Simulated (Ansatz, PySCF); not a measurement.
Constitutional and geometric isomers with formula C2H6Si. Gas-phase values, no solvent. Strings in code marks are SMILES.

Quantity: electronic energy of isomers of C2H6Si relative to `C=C[SiH3]`, in eV. The restricted reference of `CC=[SiH2]` and `C=[SiH]C` is unstable towards unrestricted orbitals.

Level 1: frozen-core CCSD(T) with HF/cc-pVQZ and the correlation energy extrapolated as X^-3 from cc-pVTZ and cc-pVQZ // B3LYP-D3(BJ)/def2-TZVP (Ansatz, a quantum-chemistry and plane-wave program)
Level 2: PBE-D3(BJ)/def2-TZVP // B3LYP-D3(BJ)/def2-TZVP (PySCF)
Level 3: frozen-core MP2/6-31G* // B3LYP-D3(BJ)/def2-TZVP (PySCF)
Level 4: HF/STO-3G // B3LYP-D3(BJ)/def2-TZVP (PySCF)

```tsv
species	level 1	level 2	level 3	level 4
`CC=[SiH2]`	0.79	0.64	?	1.52
`C=[SiH]C`	0.326	0.199	0.356	1.09
`C1C[SiH2]1`	0.352	0.188	?	?
```

### Question
Complete the blanks.

### Answer

- `CC=[SiH2]`, level 3: 0.69
- `C1C[SiH2]1`, level 3: 0.278
- `C1C[SiH2]1`, level 4: 0.180
